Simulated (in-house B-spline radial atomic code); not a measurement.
Removing one electron from Tl51+

Closed shell [Ar] 3d10 4s2. Computed with a B-spline radial code for spherical atoms: Koopmans values of Dirac-Hartree-Fock plus a diagonal self-energy, in second order or with its direct term screened (direct RPA, with the hole-particle interaction, or full time-dependent Hartree-Fock), linearised in energy; no-pair Dirac-Coulomb Hamiltonian, finite nucleus. Shifts add to the Koopmans value (the ΔSCF shift is orbital relaxation alone); the final value takes TDHF screening with Breit and QED.

Command:
```bash
python run_mb.py task.json out
```
Settings (nuclear radius in fm, box in bohr, cutoff in hartree):
```
basis_form          2
Z                   81
core_configuration  [Ar] 3d10 4s2
rms_radius          5.4759
mass_number         205
speed_of_light      137.036
box_radius          2.5
lmax                7
intervals           56
virtual_cutoff      26244.0
```

Run time, properties included: 14 s on 1 thread of Intel(R) Xeon(R) Platinum 8488C (shared host).

Energies in eV:

```
subshell  Koopmans  ΔSCF shift  second order  direct RPA  hole-particle  TDHF  Breit + QED  final
   4s1/2   3099.86      -0.297             ?           ?              ?     ?            ?      ?
```

What does the self-energy do to 4s1/2?

It shifts the removal energy by 3.261 eV in second order, 2.533 with direct RPA, 2.840 with the hole-particle term and 3.000 with TDHF screening (quasi-particle weight 0.996); Breit and QED add -4.793 eV. The final value is 3098.07 eV, against 3094 ± 4 eV (NIST, tabulated theory).
